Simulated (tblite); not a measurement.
Compound: C7H10NPSi.
Atom-mapped SMILES: `[CH:1]#[C:2][CH2:3][n:4]1[cH:5][p:6][c:7]([SiH3:8])[c:9]1[CH3:10]` (hydrogens: H11 on C1; H12, H13 on C3; H14 on C5; H15, H16, H17 on Si8; H18, H19, H20 on C10)

Structure used (GFN2-xTB), in Å, numbered top down from 1:
```
atom  x, y, z in Å
C1    -3.2503    1.2099    0.5863
C2    -2.6816    0.3211    0.0224
C3    -1.9387   -0.7509   -0.6210
N4    -0.6471   -0.9437    0.0007
C5    -0.3933   -1.9665    0.8533
P6     1.1952   -1.9562    1.4872
C7     1.5183   -0.4785    0.5543
Si8    3.1691    0.4112    0.5805
C9     0.4123   -0.1031   -0.1642
C10    0.2892    1.0790   -1.0650
H11   -3.7678    1.9852    1.0675
H12   -1.8078   -0.5151   -1.6839
H13   -2.5077   -1.6828   -0.5380
H14   -1.1699   -2.6831    1.0576
H15    2.9929    1.7749    1.0997
H16    4.0932   -0.3350    1.4305
H17    3.7052    0.5027   -0.7849
H18    0.1840    0.7678   -2.1063
H19    1.1799    1.6938   -0.9826
H20   -0.5803    1.6799   -0.7971
```

Computed values, GFN2-xTB/tblite, gas phase, harmonic and unscaled. Errors from tens to a few hundred cm⁻¹ against measured bands are possible. Modes of hydrogen on silicon can be 10 to 20 % off. One conformer, not necessarily the lowest.

Harmonic wavenumbers (cm⁻¹): 52.8, 58.4, 94.9, 122.6, 152.3, 168.1, 215.7, 243.7, 266.2, 317.2, 354.3, 385.6, 421.2, 455.0, 530.1, 540.8, 572.8, 595.0, 617.6, 645.5, 692.7, 699.0, 783.5, 789.7, 796.8, 857.6, 934.2, 958.2, 989.9, 1006.5, 1029.1, 1041.8, 1143.2, 1155.5, 1233.5, 1294.6, 1382.6, 1400.0, 1412.4, 1425.0, 1475.4, 1481.6, 1523.9, 2197.8, 2204.6, 2282.2, 2290.4, 2920.3, 2950.4, 2973.2, 3002.0, 3067.4, 3106.7, 3397.5.

A = 1635, B = 674.3, C = 533.7 MHz; mass 167.032 u (most abundant isotopes); point group C1, symmetry number 1.

Question: Zero-point energy?

Answer: ½Σν̃ = 31354 cm⁻¹ = 89.65 kcal/mol.

Question: Entropy at 400 K, 1 bar (ideal gas, RRHO, classical rotation)?

Answer: Translation 42.73, rotation 31.56, vibration 49.65: S = 123.9 cal/(mol K).

Question: And Cp and H(400 K) − H(0)?

Answer: Cp = 57.52 cal/(mol K), of which vibrations give 49.57 (their classical limit is 54 R = 107.3); H(400 K) − H(0) = 13.57 kcal/mol without the zero-point energy, 10.40 from vibrations.

Question: Blend soft modes into free rotors: weight 1/[1 + (100 cm⁻¹/ν̃)⁴] for the oscillator and the rest for a rotor with moment μB/(μ + B), μ = h/(8π²ν), B = 10⁻⁴⁴ kg m². What vibrational entropy results?

Answer: 46.15 cal/(mol K) in place of 49.65, which changes −T·S at 400 K by +1.40 kcal/mol.

Question: How do the functions run with temperature in this model?

Answer: 
```
 T (K)  S (cal/(mol K))  Cp (cal/(mol K))  H − H(0) (kcal/mol)  G − H(0) (kcal/mol)  ln q(vib)
    50             61.3              14.2                 0.52                -2.55       0.57
   100             73.5              21.5                 1.42                -5.93       2.01
298.15            108.6              46.8                 8.24               -24.15       8.55
373.15            120.0              54.9                12.07               -32.73      11.03
   500            137.7              66.0                19.77               -49.09      15.13
   750            167.6              81.0                38.30               -87.38      22.73
  1000            192.3              90.5                59.82              -132.45      29.60
```

q(vib) and H(0) count from the zero-point level.

Hindered rotation and anharmonicity are outside this model. Other conformers, if any are populated, would add a mixing term that is left out. The structure is chiral; the term R ln 2 for an equal mix with its mirror image is left out.
